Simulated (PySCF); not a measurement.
A structure optimised at PBE-D3(BJ)/def2-SVP, used in a PySCF frequency run:

```xyz
11

C     -1.0642    -2.7058     0.0000
C     -0.2572    -1.7800     0.0000
C      0.6045    -0.6490     0.0000
C      1.9594    -0.7378     0.0000
Ge    -0.2879     1.1132     0.0000
H     -1.7587    -3.5339     0.0000
H      2.4703    -1.7152     0.0000
H      2.5913     0.1642     0.0000
H     -1.1779     1.2454     1.2617
H     -1.1779     1.2454    -1.2617
H      0.8114     2.2074     0.0000
```

Task: Write its SMILES, formula and point group.

Result: C#C[C](=C)[GeH3], C₄H₆Ge, Cs

Task: What are its rotational constants (standard atomic weights)?

Result: 5.4107, 1.9918, 1.4833 GHz
